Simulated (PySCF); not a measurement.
CH₅BrSi.
Numbering: `[CH3:1][SiH2:2][Br:3]` (hydrogens: H4, H5, H6 on C1; H7, H8 on Si2)

Jobs on this species (8 atoms, 60 electrons) with PySCF (density fitting). Hardware of each: an Arm Neoverse V2 with one thread, on a shared host. The host was shared with other jobs, so the times are rough. Peak memory is the resident size of the whole Python process, interpreter and libraries included.

```csv
level and settings,work,basis functions,SCF cycles,wall time,peak memory
"delta-SCF UKS SCAN, pcX-2 on the ionised atom, pcseg-1 elsewhere, non-relativistic","ΔSCF core ionisation, 3 holes",126,?,?,?
"delta-SCF UKS SCAN, def2-TZVP on the ionised atom, pcseg-1 elsewhere, spin-free X2C","ΔSCF core ionisation, 3 holes",103,?,?,?
"delta-SCF UKS PBE0, pcX-2 on the ionised atom, pcseg-1 elsewhere, spin-free X2C","ΔSCF core ionisation, 3 holes",126,?,?,?
"delta-SCF UKS B3LYP, pcX-2 on the ionised atom, pcseg-1 elsewhere, spin-free X2C","ΔSCF core ionisation, 3 holes",126,37,12 s,0.45 GiB
"delta-SCF UKS SCAN, pcX-2 on the ionised atom, pcseg-1 elsewhere, spin-free X2C","ΔSCF core ionisation, 3 holes",126,41,8.5 s,0.37 GiB
"delta-SCF UKS PBE, pcX-2 on the ionised atom, pcseg-1 elsewhere, spin-free X2C","ΔSCF core ionisation, 3 holes",126,40,5.5 s,0.46 GiB
"delta-SCF UKS HF, pcX-2 on the ionised atom, pcseg-1 elsewhere, spin-free X2C","ΔSCF core ionisation, 3 holes",126,37,7.1 s,0.46 GiB
"PBE0-D3(BJ)/def2-SVP, grid level 1",geometry optimisation from a GFN2-xTB start shaken at random,89,28,12 s,0.36 GiB
"delta-SCF UKS SCAN, pcX-1 on the ionised atom, pcseg-1 elsewhere, spin-free X2C","ΔSCF core ionisation, 3 holes",106,40,6.3 s,0.46 GiB
```

Fill in the missing figures.

- delta-SCF UKS SCAN, pcX-2 on the ionised atom, pcseg-1 elsewhere, non-relativistic; ΔSCF core ionisation, 3 holes: 8.8 s, 0.46 GiB, 40 SCF cycles
- delta-SCF UKS SCAN, def2-TZVP on the ionised atom, pcseg-1 elsewhere, spin-free X2C; ΔSCF core ionisation, 3 holes: 7.4 s, 0.46 GiB, 39 SCF cycles
- delta-SCF UKS PBE0, pcX-2 on the ionised atom, pcseg-1 elsewhere, spin-free X2C; ΔSCF core ionisation, 3 holes: 11 s, 0.46 GiB, 37 SCF cycles

What do all jobs in the table cost together?

About 79 s; the longest takes about 15 % of that, and about 2.2 times as long as the shortest.
